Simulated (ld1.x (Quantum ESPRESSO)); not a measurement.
**magnesium (Mg): PAW pseudisation with PBEsol, scalar-relativistic reference atom.**

- Element: magnesium (Mg)
- Generator: ld1.x (Quantum ESPRESSO) 7.5
- Type: PAW
- Functional: PBEsol
- Relativity: scalar-relativistic
- Frozen core: [Ne]
- Valence charge: 2
- Reference configuration: 3s2 3p0
- Partial waves: 3s (bound): rcut 2.15, rcutus 2.35 bohr; 3s channel at 0.75 Ry: rcut 2.15, rcutus 2.35 bohr; 3p (bound, empty): rcut 4.05, rcutus 4.40 bohr; 3p channel at 2.7 Ry: rcut 4.05, rcutus 4.40 bohr; 3d channel at 0.25 Ry: rcut 3.15, rcutus 3.50 bohr; 3d channel at 2.3 Ry: rcut 3.15, rcutus 3.50 bohr
- Local potential: all-electron potential smoothed inside 2.50 bohr (lloc = -1)
- Core correction: Bessel-smoothed model core, default radius (core density twice the valence density)
- Augmentation charge: PSQ, inside the norm-conserving radii

All-electron outer shells of the reference configuration (PBEsol, scalar-relativistic, ld1.x):

```tsv
shell	level (eV)	outermost node (bohr)	outermost maximum (bohr)
2s	-79.59	0.18	0.55
2p	-46.55	–	0.48
3s	-4.68	0.90	2.56
3p	-1.30	0.96	3.50
```

Problem. Estimate the cutoffs (Ry, on a coarse ladder) from which the occupation-weighted sum of valence levels, in a spherical-Bessel basis at the reference potential, stays within 10 and 1 mRy of its value at 400 Ry.

Solution. 6 Ry and 6 Ry.

Problem. Does the potential have ghost states?

Solution. No extra level below or beside the all-electron valence levels (s, p, d, f tested).

Problem. Is the overlap operator S = 1 + Σ q|β⟩⟨β| positive definite (Bessel basis up to 400 Ry)?

Solution. Yes: its lowest eigenvalue is 0.47 (s channel).

Problem. Tests: 3s1 3p0; 3s1.5 3p0; 3s1 3p1; 3s0 3p2; 3s0 3p1. Which has the largest error in its energy relative to the reference configuration, and how large is it?

Solution. 3s0 3p1, with -10 meV (all-electron minus pseudo) on +12.23 eV.
